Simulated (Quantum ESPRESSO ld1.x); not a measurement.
The numbers below are computed, except where a source is named.
Problem. All-electron atom: Ar10+ in [He] 2s2 2p4. Code: ld1.x of Quantum ESPRESSO 7.5. Model: Dirac Kohn-Sham, revPBE, spin-unpolarised, spherical densities, point nucleus; open shells are shared between the two j in proportion to 2j + 1.

Spin-orbit splittings of the eigenvalues, e(l+1/2) - e(l-1/2), with zeta = 2 splitting/(2l+1) and mean radii in bohr:

shell  occ.  splitting (eV)  zeta (eV)  <r> j=l-1/2  <r> j=l+1/2
2p        4               ?          ?       0.3463       0.3483
3p        0          0.5620     0.3747       0.9940       0.9970

Estimate the 2p splitting.

Solution. 2.620 eV (zeta = 1.747 eV).
